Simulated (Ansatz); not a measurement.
C2HCl3, charge -1, doublet, geometry from GFN2-xTB (a state made from the parent by changing its charge; the spin is typed, not shown lowest) (a gas-phase anion, which may not be bound at this level), with bond 4-3 at 1.5 times its length; PBE/3-21G (Ansatz, a program for electronic structure).

Ansatz was given this input:
Ansatz 0.2 input:
```yaml
crystal:
  periodic: [false, false, false]
  atoms:
    - {symbol: Cl, position_ang: [2.22611663, 0.55357703, 0.15462765]}
    - {symbol: C, position_ang: [0.96945753, -0.61913108, -0.06209815]}
    - {symbol: C, position_ang: [-0.26929125, -0.35778945, 0.36819423]}
    - {symbol: Cl, position_ang: [-1.55587275, 2.41793918, -0.68985417]}
    - {symbol: Cl, position_ang: [-1.42499971, -1.61107533, 0.10439553]}
    - {symbol: H, position_ang: [1.33922314, -1.53684296, -0.50805756]}
basis:
  gaussian:
    orbitals: 3-21G.json
hamiltonian:
  xc: pbe
total_charge: -1
magnetization: {spin_polarized: true, initial_magnetization: 1}
```
The basis file holds 3-21G in the JSON format of the Basis Set Exchange.

Write the output that Ansatz gives for this input, abridged.


```
Functional definition: PBE
692 factors; integrals over basis functions are off by at most 9.2e-4 eV
mean field evaluation 1: about -39443.3061 eV, gradient 1.8e1 eV
mean field evaluation 2: about -39356.7469 eV, gradient 9.0e1 eV
mean field evaluation 4: about -39442.6538 eV, gradient 1.9e1 eV
mean field evaluation 8: about -39445.9346 eV, gradient 2.3e-1 eV
mean field evaluation 16: about -39445.9278 eV, gradient 3.6e-4 eV
mean field evaluation 32: about -39445.8804 eV, gradient 5.1e-1 eV
mean field -39445.92776500 eV, -1449.6111079538 hartree, gradient 4.5e-5 eV, S^2 0.754146; 6 other end points of the search recorded, 0 dependent functions left out
reference -39445.92779415 eV, -1449.6111090249 hartree; 33, 32 occupied and 26, 27 virtual orbitals, 692 factors
Total energy: -39445.92779415 eV, -1449.6111090249 hartree
```
